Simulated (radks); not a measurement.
Species: Cd+. Configuration: [Kr] 4d10 5s1. Method: scalar-relativistic Kohn-Sham, BLYP, spin-polarised, spherical densities, finite nucleus; open shells are filled with parallel spins first (spin-orbit coupling, left out, can overturn this in heavy ions); Fermi nuclear charge, rms radius 4.6087 fm; computed with a radial shooting solver on a logarithmic mesh with Libxc functionals. Some entries of the table are withheld. Estimate them.

| orbital | occ. | eigenvalue (eV) | <r> (bohr) |
|---|---|---|---|
| 1s up | 1 | -26537.49 | 0.03040 |
| 1s down | 1 | -26537.46 | 0.03040 |
| 2s up | 1 | -3947.242 | 0.1317 |
| 2s down | 1 | -3947.235 | 0.1317 |
| 2p up | 3 | -3543.193 | 0.1148 |
| 2p down | 3 | -3543.183 | 0.1148 |
| 3s up | 1 | -742.4880 | 0.3584 |
| 3s down | 1 | -742.4650 | 0.3584 |
| 3p up | 3 | -609.9547 | 0.3572 |
| 3p down | 3 | -609.9315 | 0.3572 |
| 3d up | 5 | -402.3866 | 0.3348 |
| 3d down | 5 | -402.3678 | 0.3348 |
| 4s up | 1 | -114.5985 | 0.8789 |
| 4s down | 1 | -114.5621 | 0.8786 |
| 4p up | 3 | -75.6611 | 0.9603 |
| 4p down | 3 | -75.6079 | 0.9593 |
| 4d up | 5 | -20.4453 | 1.280 |
| 4d down | 5 | -20.2421 | 1.270 |
| 5s up | 1 | -13.4716 | (1) |
| 5s down | 0 | -12.8005 | (2) |

Answer. 
(1) 5s up <r> (bohr): 2.638
(2) 5s down <r> (bohr): 2.662
